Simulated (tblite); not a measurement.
Species: C5H10O2SSi2.
Numbering: `[CH:1]#[C:2][C@H:3]1[SiH2:4][C@@H:5]([S:6]([CH3:7])(=[O:8])=[O:9])[SiH2:10]1` (hydrogens: H11 on C1; H12 on C3; H13, H14 on Si4; H15 on C5; H16, H17, H18 on C7; H19, H20 on Si10)

The geometry is computed with GFN2-xTB (gas phase).

(1) List the bond lengths, angles and torsions at this level.

## Answers

(1) 
```
                  bond  length (Å)
                 C1≡C2       1.198
                 C2–C3       1.434
                C3–Si4       1.935
       Si4–C5, C5–Si10       1.917
                 C5–S6       1.762
                 S6–C7       1.824
          S6=O8, S6=O9       1.441
               C3–Si10       1.946
                C1–H11       1.049
                C3–H12       1.093
     Si4–H13, Si10–H19       1.471
     Si4–H14, Si10–H20       1.454
                C5–H15       1.083
C7–H16, C7–H17, C7–H18       1.083
```

Bonds in one row agree within 0.01 Å and their mean is given. A selection of angles:
```
      angle  degrees
   C1–C2–C3    179.2
  C2–C3–Si4    116.6
 C2–C3–Si10    116.0
Si4–C3–Si10     92.5
  C3–Si4–C5     86.9
  Si4–C5–S6    107.9
Si4–C5–Si10     94.0
 S6–C5–Si10    103.9
   C5–S6–C7    105.9
   C5–S6–O8    107.6
   C5–S6–O9    110.1
   C7–S6–O8    107.9
   O8–S6–O9    117.1
 C3–Si10–C5     86.4
```

Dihedral angles: C2–C3–Si4–C5 124° (anticlinal); C3–Si4–C5–S6 -109° (anticlinal); Si4–C5–S6–C7 -80° (synclinal); Si4–C5–Si10–C3 3° (synperiplanar); C2–C3–Si10–C5 -125° (anticlinal).

The C–Si distances run from 1.915 Å (Si4–C5, drawn single) to 1.946 Å (C3–Si10, drawn single), a spread of 0.031 Å. S6 (sulfonyl sulfur) is distorted tetrahedral (angles from 105.9° to 117.1°). Of the pairs four or more bonds apart, Si4···H17 is among the closest relative to their van der Waals radii: 3.20 Å, 97 % of the sum of Bondi's values. Si4 (SiH2 silicon) has angles from 86.9° to 117.6°. The C–C distances run from 1.198 Å (C1≡C2, drawn triple) to 1.434 Å (C2–C3, drawn single), a spread of 0.236 Å. The 4-membered ring C3–Si4–C5–Si10 has internal angles of 86.4° to 94.0° (sum 360°, against 360° for a flat polygon); it is almost planar, 0.03 Å rms from its mean plane, widest ring torsion 3°. The 2 C–S bonds span 1.762 Å (C5–S6, drawn single) to 1.824 Å (S6–C7, drawn single), a spread of 0.062 Å.

Point group: C1 (no symmetry element, even within 0.4 Å). Its GFN2-xTB frequencies are all real (lowest 20 cm⁻¹). The numbers are those of one conformer. 3 starts were optimised and ended at 0.00, 0.00 and 1.97 kcal/mol (GFN2-xTB); the lowest of these is shown.

The run took 3.1 s on an Arm Neoverse N1 with one thread, shared host. That covers the optimisation of the geometry.
